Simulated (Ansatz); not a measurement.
The cluster Si₄Ni₃, relaxed as a triplet with UKS r2SCAN-D4/def2-SVP in Ansatz, starting from the r2SCAN-D4/def2-SVP geometry of the neutral singlet. Force threshold 0.02 eV/Å.

The charge 0 triplet is spin-contaminated (final ⟨S²⟩ up to 2.28, 2.00 for a pure state). The relaxation made no stability test and no search for a lower SCF solution. The structure comes from a short search, and lower isomers may exist.

Start:

Cartesian coordinates in Å:
```
Ni 1.454 -1.059 -0.811
Ni -0.514 0.019 1.905
Ni -0.496 1.771 -1.064
Si 0.833 0.724 0.316
Si -0.417 -0.357 -1.706
Si 0.889 -1.471 1.228
Si -1.748 0.374 0.132
```

(1) Estimate the energy that the relaxation releases and the steps that it takes.

(2) Does the start keep its bonding and symmetry?

(3) Predict the relaxed structure.

Answers

(1) 0.79 eV, in 19 steps; 3.4 min on 4 threads of Intel Xeon 6975P-C on a shared host. No frequencies were taken in this run, so the end may be a saddle point.

(2) Bonds formed: Ni1–Ni3, Ni2–Ni3, Si5–Si6, Si6–Si7 (atoms count from 1). Point group Cs at the start, Cs at the end, both within 0.05 Å.

(3) 
```tsv
atom	x (Å)	y (Å)	z (Å)
Ni1	1.465	-0.495	-0.938
Ni2	-0.431	0.542	1.670
Ni3	-0.161	1.227	-0.608
Si4	1.540	0.932	0.749
Si5	-0.624	-0.820	-1.663
Si6	0.160	-1.300	0.634
Si7	-1.948	-0.087	0.157
```
Bond lengths (bridged metal pairs left out): 9 × Ni–Si 2.19 to 2.35 Å; 4 × Si–Si 2.37 to 2.63 Å; 2 × Ni–Ni 2.39 Å.
